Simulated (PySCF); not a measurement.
**Rhodium: a sound run and one with changed settings**

Sound run: Rh²⁺ [Kr] 4d7, Rh³⁺ [Kr] 4d6. Computed with PySCF 2.14 in x2c-SVPall (6s5p5d1f, 53 functions), with the spin-free X2C one-electron Hamiltonian (Gaussian nucleus). In the sound run the correlated levels freeze [Kr]. The sound run starts from symmetry-adapted Hartree-Fock orbitals and uses a fine grid where one is needed.

Changed run: the non-relativistic Hamiltonian (point nucleus). This setting is unsound on purpose.

```
species  method  sound run (hartree)  changed run (hartree)  converged
   Rh²⁺     UHF          -4779.91626            -4615.05363        yes
   Rh²⁺    MN15          -4785.26149            -4620.45111        yes
   Rh²⁺    BP86          -4782.76003            -4617.91537        yes
   Rh²⁺     MP2          -4780.03203            -4615.16815        yes
   Rh³⁺     UHF          -4778.83755            -4613.95554        yes
   Rh³⁺    MN15          -4784.11992            -4619.28725        yes
   Rh³⁺    BP86          -4781.60432            -4616.74117        yes
   Rh³⁺     MP2          -4778.91714            -4614.03458        yes
```

Ionisation energy of Rh²⁺:

| method | sound run (eV) | changed run (eV) |
| --- | --- | --- |
| UHF | 29.353 | 29.881 |
| MN15 | 31.064 | 31.670 |
| BP86 | 31.448 | 31.952 |
| MP2 | 30.338 | 30.846 |
| SCS-MP2 | 30.452 | 30.959 |

Most of the change in total energy is the relativistic energy itself. On top of that the contraction fixes the core shape for the Hamiltonian it was made with, so the changed run is not a good calculation with the other Hamiltonian either.

For comparison, NIST gives 31.06 eV between the lowest levels.
